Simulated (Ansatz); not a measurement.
Gas-phase electronic energies from Ansatz, PBE0-D4/def2-TZVP geometries. CBS: MP2 limit from def2 TZ/QZ plus the TZ coupled-cluster correction, frozen cores. DFT in def2-TZVPP. B3LYP here is the variant with VWN-RPA as its local correlation; programs differ in this. Elements past krypton have def2 core potentials. For Sn outer-core shells are correlated without core-valence functions, which leaves a few kJ/mol of doubt a bond. Each species was taken in one conformer, which may not be the lowest.

Consider the isomerisation: `C1[CH2][SnH2][O]1` → `C[CH2][Sn][OH]`.

`C1[CH2][SnH2][O]1`:

Z-matrix (Å, degrees):
```
C
Sn 1 2.560
O 1 1.428 2 51.0
C 1 1.543 2 56.7 3 -180.0
H 1 1.097 2 126.1 3 87.0
H 1 1.097 2 126.1 3 -86.9
H 2 1.710 1 123.7 3 -80.6
H 2 1.710 1 123.8 3 80.6
H 4 1.089 1 114.9 2 -115.7
H 4 1.089 1 114.9 2 115.7
```

`C[CH2][Sn][OH]`:

```xyz
10

C    -0.960    0.175    0.209
C    -0.122   -0.747   -0.661
Sn    2.071   -0.494   -0.562
O     2.077    0.982    0.762
H    -0.800    1.228   -0.043
H    -2.034   -0.013    0.103
H    -0.726    0.054    1.272
H    -0.393   -0.642   -1.719
H    -0.317   -1.800   -0.420
H     1.204    1.257    1.059
```

(1) Is it downhill or uphill in electronic energy at CCSD(T)/CBS, and by how much? (An estimate is asked.)

(2) What do these levels give: r2SCAN-D4, PBE0-D4, B3LYP-D4, ωB97M-V, PBE, B3LYP, MP2/def2-TZVPP, CCSD(T)/def2-TZVPP, MP2/def2-QZVPP, SCS-MP2/def2-QZVPP, HF/CBS(def2), MP2/CBS(def2)? (Estimate.)

Largest T1 diagnostic among the species: 0.016.

Answers

(1) Ansatz gave: Downhill: ΔE = -156.8 kJ/mol.

(2) Ansatz gave: r2SCAN-D4 -157.2, PBE0-D4 -154.8, B3LYP-D4 -176.7, ωB97M-V -156.3, PBE -164.3, B3LYP -175.6, MP2/def2-TZVPP -161.5, CCSD(T)/def2-TZVPP -150.9, MP2/def2-QZVPP -164.9, SCS-MP2/def2-QZVPP -162.4, HF/CBS(def2) -153.5, MP2/CBS(def2) -167.4 kJ/mol.

From PBE to PBE0 (25 % exact exchange), in def2-TZVPP and without D4, ΔE moves by +10.2 kJ/mol.
